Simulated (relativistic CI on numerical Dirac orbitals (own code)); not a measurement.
## What each ingredient does to the levels of Sc2+

Base calculation: Dirac-Coulomb-Breit CI, KLI orbitals optimised for each configuration, QED by a radiative potential, valence Slater integrals scaled by 0.85, P86 correlation energy added to each configuration.

CI space (outside the closed core [Ne] 3s2): 3p6.3d, 3p6.4s, 3p6.4p, 3p6.5s, 3p6.4d, 3p6.5p, 3p6.4f, 3p6.5d, 3p6.6s, 3p6.6p, 3p5.3d2, 3p6.5f, 3p6.5g, 3p6.6d, 3p6.7s, 3p6.7p. Levels of other configurations are missing.

Variants: (1) Slater integrals left unscaled; (2) valence Slater integrals scaled by 0.75; (3) QED terms removed; (4) configuration mixing switched off. Shifts of the energy above 3p6.3d 2D_3/2, in cm⁻¹, for the lowest level and the first level of each name with at least 55 % of one term (blank where a level changes its place among those of its configuration and J or its character, or is not in the variant):

```csv
Level,Base,Δ(1),Δ(2),Δ(3),Δ(4),Measured
3p6.3d 2D_3/2,0.0,0.0,0.0,0.0,0.0,0.0
3p6.3d 2D_5/2,162.6,0.0,0.0,-1.2,-0.1,197.6
3p6.4s 2S_1/2,27605.4,0.0,0.0,-36.0,+1.4,25539.3
3p6.4p 2P°_1/2,63137.3,-3.9,+2.4,-11.6,+12.7,
3p6.4p 2P°_3/2,63568.9,-3.3,+2.0,-12.7,+10.3,
3p6.4d 2D_3/2,112074.3,0.0,0.0,-12.6,+3.3,
3p6.4d 2D_5/2,112119.0,0.0,0.0,-12.8,+3.2,
3p6.5s 2S_1/2,114605.5,0.0,0.0,-22.5,-0.8,114862.5
3p6.5p 2P°_1/2,127999.1,-0.9,+0.6,-13.0,+2.4,128107.1
3p6.5p 2P°_3/2,128158.2,-0.8,+0.5,-13.5,+1.8,128283.1
3p6.4f 2F°_5/2,138415.8,-57.6,+34.8,-14.1,+174.1,
3p6.4f 2F°_7/2,138415.9,-57.3,+34.5,-14.2,+172.9,
3p6.5d 2D_3/2,147936.1,0.0,0.0,-13.5,-3.0,
3p6.5d 2D_5/2,147954.8,0.0,0.0,-13.5,-2.9,
```

For a near-neutral ion this model can misplace configurations by up to about 10,000 cm⁻¹ (more where the count of f electrons changes) and terms by 10 to 25 % of their spread. Rates follow the energies as ν³ (E1, M1) or ν⁵ (E2), so they and the lifetimes can be off by large factors. The fine structure of a lone outer electron comes out too small, for d and f at times inverted, and misplaced configurations move strength between like terms. 11 of the 11 excited levels that our extract of the measured tables holds in this range could be paired (the sources list more); they are missed by 467 cm⁻¹ on average and 2066 at most, and levels without a partner can miss by more.

Measured levels: Sugar and Corliss, J. Phys. Chem. Ref. Data 9, 473 (1980).

Ionisation energy from the two ground configurations alone: base 24.86 eV. The NIST ASD value (measured) is 24.7568 eV.
